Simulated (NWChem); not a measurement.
System: CH₂FNOSi; SMILES N#CO[SiH2]F

Parts of the log:

```
             Northwest Computational Chemistry Package (NWChem) 7.3.0
             --------------------------------------------------------

                             Geometry "geometry" -> ""
                             -------------------------

 Output coordinates in angstroms (scale by  1.889725989 to convert to a.u.)

  No.       Tag          Charge          X              Y              Z
 ---- ---------------- ---------- -------------- -------------- --------------
    1 N                    7.0000     0.44254300    -2.57015800    -0.41310200
    2 C                    6.0000     0.03251800    -1.58643700     0.05803200
    3 O                    8.0000    -0.44597100    -0.51983900     0.61608000
    4 Si                  14.0000    -0.43593000     1.02383700    -0.09369500
    5 F                    9.0000     1.01127300     1.67293500     0.11182200
    6 H                    1.0000    -1.43868500     1.76705300     0.68411900
    7 H                    1.0000    -0.70919700     0.86596600    -1.53383700

 Effective nuclear repulsion energy (a.u.)     209.3878153380

                                 NWChem DFT Module
                                 -----------------

 Summary of "ao basis" -> "ao basis" (spherical)
 ------------------------------------------------------------------------------
       Tag                 Description            Shells   Functions and Types
 ---------------- ------------------------------  ------  ---------------------
 N                           6-31g*                  6       14   3s2p1d
 C                           6-31g*                  6       14   3s2p1d
 O                           6-31g*                  6       14   3s2p1d
 Si                          6-31g*                  8       18   4s3p1d
 F                           6-31g*                  6       14   3s2p1d
 H                           6-31g*                  2        2   2s

 in cosmo_initialize ...
 calling solv_data for solv:ether

 solvent parameters
 solvname_short: ether
 solvname_long:  diethyl ether
 dielec:        4.2400
 dielecinf:     1.8295
 nonaqueous SMD model solvent descriptors
 dielec:        4.2400
 sola:          0.0000
 solb:          0.4100
 solc:          0.0000
 solg:         23.9600
 solh:          0.0000
 soln:          1.3526

          ---------------
          -cosmo- solvent
          ---------------
 Cosmo: York-Karplus, doi: 10.1021/jp992097l
 dielectric constant -eps-     =   4.24
 screen = (eps-1)/(eps    )    =   0.76415
 surface charge correction     = lagrangian

   van der Waals surface
 --------------------------

 ---------- ATOMIC COORDINATES (A.U.) ------------ VDWR(ANG.) --
     1    0.83628501   -4.85689437   -0.78064959     1.890
     2    0.06145011   -2.99793123    0.10966458     1.850
     3   -0.84276299   -0.98235327    1.16422239     2.294
     4   -0.82378825    1.93477139   -0.17705788     2.470
     5    1.91102887    3.16138875    0.21131294     1.730
     6   -2.71872043    3.33924598    1.29279745     1.200
     7   -1.34018800    1.63643846   -2.89853164     1.200
 number of segments per atom =        128
 number of   points per atom =        128
 atom (   nspa,  nppa )
 ----------------------
    1 (     90,     0 )       0
    2 (     28,     0 )       0
    3 (     64,     0 )       0
    4 (     75,     0 )       0
    5 (     66,     0 )       0
    6 (     33,     0 )       0
    7 (     31,     0 )       0
 number of -cosmo- surface points =      387
 molecular surface =    126.181 angstrom**2
 molecular volume  =    112.259 angstrom**3
 -lineq- algorithm             =   0
 -bem- low  level              =   3
 -bem- from -octahedral-
 gaussian surface charge width =   4.50000
 degree of switching           =   1.00000
 switching function tolerance  =   0.00010
 atomic radii =
 --------------
    1  7.000  1.890
    2  6.000  1.850
    3  8.000  2.294
    4 14.000  2.470
    5  9.000  1.730
    6  1.000  1.200
    7  1.000  1.200
 ...... end of -cosmo- initialization ......

 nat:                     7
 ixmem:                  2814
 calling mnsol_interface()
 G(SMD-CDS) energy (kcal/mol)  =     1.405
 SMD-CDS SASA (angstrom**2)    =   132.250

            General Information
            -------------------
          SCF calculation type: DFT
          Wavefunction type:  closed shell.
          No. of atoms     :     7
          No. of electrons :    46
           Alpha electrons :    23
            Beta electrons :    23
          Charge           :     0
          Spin multiplicity:     1
          Use of symmetry is: off; symmetry adaption is: off
          Maximum number of iterations: 150
          AO basis - number of functions:    78
                     number of shells:    36
          Convergence on energy requested:  1.00D-06
          Convergence on density requested:  1.00D-05
          Convergence on gradient requested:  5.00D-04

              XC Information
              --------------
                         PBE0 Method XC Functional
                     Hartree-Fock (Exact) Exchange  0.250
          PerdewBurkeErnzerhof Exchange Functional  0.750
            Perdew 1991 LDA Correlation Functional  1.000 local
           PerdewBurkeErnz. Correlation Functional  1.000 non-local

             Grid Information
             ----------------
          Grid used for XC integration:  medium
          Radial quadrature: Mura-Knowles
          Angular quadrature: Lebedev.
          Tag              B.-S. Rad. Rad. Pts. Rad. Cut. Ang. Pts.
          ---              ---------- --------- --------- ---------
          N                   0.65       49          12.0       434
          C                   0.70       49          10.0       434
          O                   0.60       49           8.0       434
          Si                  1.10       88           9.0       590
          F                   0.50       49          10.0       434
          H                   0.35       45          11.0       434
          Grid pruning is: on
          Number of quadrature shells:   374
          Spatial weights used:  Erf1

      Superposition of Atomic Density Guess
      -------------------------------------

 Sum of atomic energies:        -555.89444925

      Non-variational initial energy
      ------------------------------

 Total energy =    -557.477757
 1-e energy   =   -1184.476600
 2-e energy   =     417.611028
 HOMO         =      -0.384875
 LUMO         =       0.054756

   convergence    iter        energy       DeltaE   RMS-Dens  Diis-err
 ---------------- ----- ----------------- --------- --------- ---------
     COSMO gas phase
 d= 0,ls=0.0,diis     1   -558.0792335948 -7.67D+02  2.25D-02  1.27D+00
 d= 0,ls=0.0,diis     2   -557.6808732989  3.98D-01  1.55D-02  5.04D+00
 d= 0,ls=0.0,diis     3   -558.2274884410 -5.47D-01  3.14D-03  1.29D-01
 d= 0,ls=0.0,diis     4   -558.2377814842 -1.03D-02  1.16D-03  3.53D-02
 d= 0,ls=0.0,diis     5   -558.2409970045 -3.22D-03  2.07D-04  4.90D-04
  Resetting Diis
 d= 0,ls=0.0,diis     6   -558.2410487756 -5.18D-05  3.96D-05  1.20D-05
 d= 0,ls=0.0,diis     7   -558.2410499542 -1.18D-06  2.76D-05  3.62D-06
 d= 0,ls=0.0,diis     8   -558.2410495190  4.35D-07  1.65D-05  8.83D-06
 d= 0,ls=0.0,diis     9   -558.2410502722 -7.53D-07  2.06D-06  8.36D-08

   convergence    iter        energy       DeltaE   RMS-Dens  Diis-err
 ---------------- ----- ----------------- --------- --------- ---------
     COSMO solvation phase
 d= 0,ls=0.0,diis     1   -558.2453993217 -4.35D-03  1.66D-03  2.83D-03
 d= 0,ls=0.0,diis     2   -558.2453521811  4.71D-05  6.13D-04  8.94D-03
 d= 0,ls=0.0,diis     3   -558.2463211393 -9.69D-04  2.10D-04  7.35D-05
 d= 0,ls=0.0,diis     4   -558.2463264561 -5.32D-06  5.67D-05  5.09D-05
 d= 0,ls=0.0,diis     5   -558.2463309561 -4.50D-06  1.53D-05  4.31D-06
 d= 0,ls=0.0,diis     6   -558.2463313054 -3.49D-07  4.27D-06  1.69D-07

         Total DFT energy =     -558.246331305384
      One electron energy =    -1185.722262594611
           Coulomb energy =      470.997976920611
    Exchange-Corr. energy =      -52.679400228039
 Nuclear repulsion energy =      209.387815338001

             COSMO energy =       -0.230460741346

 Numeric. integr. density =       45.999992689927

                                COSMO-SMD solvation results
                                ---------------------------

             internal energy in gas <Psi(g)|H|Psi(g)> =      -558.241050272177
         internal energy in solvent <Psi(s)|H|Psi(s)> =      -558.239973016416
                               delta internal energy  =         0.001077255761 (    0.68 kcal/mol)
   total free energy in solvent <Psi(s)|H+V/2|Psi(s)> =      -558.248570879956
 polarization energy contribution <Psi(s)|V/2|Psi(s)> =        -0.008597863540 (   -5.40 kcal/mol)
    total free energy in solvent including G(SMD-CDS) =      -558.246331305384
                       G(SMD-CDS) energy contribution =         0.002239574572 (    1.41 kcal/mol)
     1 M fixed-concentration free energy of solvation =        -0.005281033207 (   -3.31 kcal/mol)

                       DFT Final Molecular Orbital Analysis
                       ------------------------------------

 Vector   21  Occ=2.000000D+00  E=-3.773678D-01
              MO Center= -6.0D-01,  1.1D+00, -2.6D-01, r^2= 3.1D+00
   Bfn.  Coefficient  Atom+Function         Bfn.  Coefficient  Atom+Function
  ----- ------------  ---------------      ----- ------------  ---------------
    51      0.320101  4 Si pz                76      0.298569  6 H  s
    78     -0.292717  7 H  s                 65     -0.228499  5 F  pz
    75      0.229218  6 H  s                 77     -0.224091  7 H  s
    69     -0.174997  5 F  pz                50      0.142195  4 Si py
    47     -0.126382  4 Si pz                 5     -0.109327  1 N  pz

 Vector   22  Occ=2.000000D+00  E=-3.390841D-01
              MO Center=  1.2D-01, -1.8D+00, -9.3D-02, r^2= 2.0D+00
   Bfn.  Coefficient  Atom+Function         Bfn.  Coefficient  Atom+Function
  ----- ------------  ---------------      ----- ------------  ---------------
     5      0.344395  1 N  pz                19      0.268585  2 C  pz
    33     -0.259787  3 O  pz                 4     -0.237110  1 N  py
     9      0.223256  1 N  pz                37     -0.198291  3 O  pz
     8     -0.151140  1 N  py                18     -0.149161  2 C  py
     3     -0.138529  1 N  px                23      0.134407  2 C  pz

 Vector   23  Occ=2.000000D+00  E=-3.304019D-01
              MO Center=  1.3D-01, -1.8D+00, -6.8D-02, r^2= 1.9D+00
   Bfn.  Coefficient  Atom+Function         Bfn.  Coefficient  Atom+Function
  ----- ------------  ---------------      ----- ------------  ---------------
     3      0.395177  1 N  px                31     -0.296466  3 O  px
    17      0.267732  2 C  px                 7      0.256539  1 N  px
    35     -0.239923  3 O  px                 5      0.198510  1 N  pz
    33     -0.157462  3 O  pz                21      0.146501  2 C  px
    19      0.135058  2 C  pz                 9      0.128858  1 N  pz

 Vector   24  Occ=0.000000D+00  E= 7.409401D-03
              MO Center= -4.9D-01,  7.7D-01, -1.4D-01, r^2= 4.4D+00
   Bfn.  Coefficient  Atom+Function         Bfn.  Coefficient  Atom+Function
  ----- ------------  ---------------      ----- ------------  ---------------
    54      0.909616  4 Si py                 6      0.592976  1 N  s
    20     -0.470015  2 C  s                 34      0.454983  3 O  s
    22      0.428042  2 C  py                50      0.375619  4 Si py
    52     -0.329607  4 Si s                  8      0.223598  1 N  py
    55     -0.224598  4 Si pz                30      0.186428  3 O  s

 Vector   25  Occ=0.000000D+00  E= 1.968865D-02
              MO Center= -1.7D-01,  6.4D-01, -1.1D-02, r^2= 4.2D+00
   Bfn.  Coefficient  Atom+Function         Bfn.  Coefficient  Atom+Function
  ----- ------------  ---------------      ----- ------------  ---------------
    53      0.841527  4 Si px                66     -0.476014  5 F  s
    20      0.420818  2 C  s                 49      0.356463  4 Si px
    55      0.270495  4 Si pz                 6     -0.244463  1 N  s
    34     -0.225460  3 O  s                 52      0.206746  4 Si s
    78      0.191683  7 H  s                  7      0.182069  1 N  px

 Vector   26  Occ=0.000000D+00  E= 5.351835D-02
              MO Center=  3.0D-02, -1.5D+00, -9.1D-02, r^2= 3.1D+00
   Bfn.  Coefficient  Atom+Function         Bfn.  Coefficient  Atom+Function
  ----- ------------  ---------------      ----- ------------  ---------------
    48      0.507169  4 Si s                 23      0.454843  2 C  pz
     9     -0.429356  1 N  pz                19      0.391528  2 C  pz
     5     -0.343612  1 N  pz                76     -0.339619  6 H  s
     8      0.278055  1 N  py                22     -0.265601  2 C  py
    18     -0.225279  2 C  py                 4      0.211957  1 N  py

     Multipole analysis of the density
     ---------------------------------

     L   x y z        total         alpha         beta         nuclear
     -   - - -        -----         -----         ----         -------
     0   0 0 0     -0.000000    -23.000000    -23.000000     46.000000

     1   1 0 0     -0.982278     -1.035093     -1.035093      1.087908
     1   0 1 0      1.720801      0.525246      0.525246      0.670308
     1   0 0 1      0.062517     -1.130987     -1.130987      2.324491

     2   2 0 0    -25.556046    -43.856456    -43.856456     62.156867
     2   1 1 0     -0.178355      0.973972      0.973972     -2.126299
     2   1 0 1      0.700819      3.516675      3.516675     -6.332530
     2   0 2 0    -33.128626   -208.042474   -208.042474    382.956322
     2   0 1 1     -2.325909     -9.267382     -9.267382     16.208856
     2   0 0 2    -25.255860    -25.675403    -25.675403     26.094947
```

Level: PBE0/6-31G* (spherical d), SMD on the gas-phase geometry. Geometry: optimised at B3LYP/6-31G* (spherical d). Solvent: diethyl ether.

### Question
Which NWChem input produces such a log?

### Answer
Several could match; the one computed here: the input that was run:
```
start job
memory heap 200 mb stack 900 mb global 1100 mb
geometry units angstroms noautosym nocenter noautoz
  N      0.442543    -2.570158    -0.413102
  C      0.032518    -1.586437     0.058032
  O     -0.445971    -0.519839     0.616080
  Si    -0.435930     1.023837    -0.093695
  F      1.011273     1.672935     0.111822
  H     -1.438685     1.767053     0.684119
  H     -0.709197     0.865966    -1.533837
end
basis spherical
  * library 6-31g*
end
dft
  xc pbe0
  iterations 150
end
cosmo
  do_cosmo_smd true
  solvent ether
end
task dft energy
```
